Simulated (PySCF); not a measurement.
NMR data sheet: C6H10OSi2

```
Formula                               : C6H10OSi2
SMILES                                : CC#C[SiH2]C#C[SiH2]OC
Point group of the computed structure : C1
Degrees of unsaturation               : 4
Carbon signals                        : 6
Proton signals                        : 4
```

Structure with atom numbers: `[CH3:1][C:2]#[C:3][SiH2:4][C:5]#[C:6][SiH2:7][O:8][CH3:9]`. Hydrogens are named by the atom that carries them.

- PBE0-D3(BJ)/def2-SVP geometry
- PBE0/pcSseg-1 with gauge-including orbitals
- run in PySCF
- relativity neglected, fast rotation and ring inversion assumed for equivalent nuclei, in vacuum, one conformer

Chemical shifts δ = σref − σ; $^{1}$H (σref 31.27) and $^{13}$C (σref 184.41) and $^{29}$Si (σref 351.99) against TMS; H2O for $^{17}$O (σref 334.56), all at this level.

| carbon | δC, type | δH (multiplicity) | HMBC from (2–3 bonds) | span of the C tensor (ppm) |
| --- | --- | --- | --- | --- |
| C1 | 6.0, CH3 | 1.98 (s) | – | 27 |
| C2 | 114.7, C | – | H(Si4), H(C1) | 290 |
| C3 | 77.6, C | – | H(Si4), H(C1) | 247 |
| C5 | 115.4, C | – | H(Si7), H(Si4) | 287 |
| C6 | 116.1, C | – | H(Si7), H(Si4) | 294 |
| C9 | 53.0, CH3 | 3.68 (s) | H(Si7) | 78 |

Other nuclei:
```tsv
atoms	nucleus	environment	δ (ppm)	σ (ppm)
H(Si7)	$^{1}$H	hydrogen on a silicon bonded to C, O	4.77	26.50
H(Si4)	$^{1}$H	hydrogen on a silicon bonded to 2 C	4.56	26.71
Si7	$^{29}$Si	silicon bonded to C, O, 2 H	-46.3	398.3
Si4	$^{29}$Si	silicon bonded to 2 C, 2 H	-95.1	447.1
O8	$^{17}$O	oxygen bonded to C, Si	2.8	331.7
```

- Carbon types of the structure: 4 × C, 2 × CH3, leaving 4 H on heteroatoms.
- δC 116.1, 115.4, 114.7, 77.6: alkyne carbon.
- δC 53.0: methyl carbon bonded to O; pulled downfield by the heteroatom.
- δC 6.0: propargylic methyl carbon; saturated and bonded to C and H only.
- δH 4.56: hydrogen on a silicon bonded to 2 C.
- δH 3.68: hydrogen on a methyl carbon bonded to O; its carbon carries O, which withdraws density.

Shifts are as computed. Against solution values, carbons near 30 ppm lie about +2 ppm off and those near 130 ppm about +5 ppm. Of 1211 compounds with measured shifts, 218 miss one by over three times the rms of a fit or turn the order of signals round; such compounds aren't used in these exercises. Experimental scales use liquid or dissolved standards, which lie at an offset from isolated H2O (liquid H2O: subtract about 36 ppm). Multiplicities follow the n + 1 count of equivalent neighbours, as no J values were calculated; m marks all less simple cases, F and P coupling included.
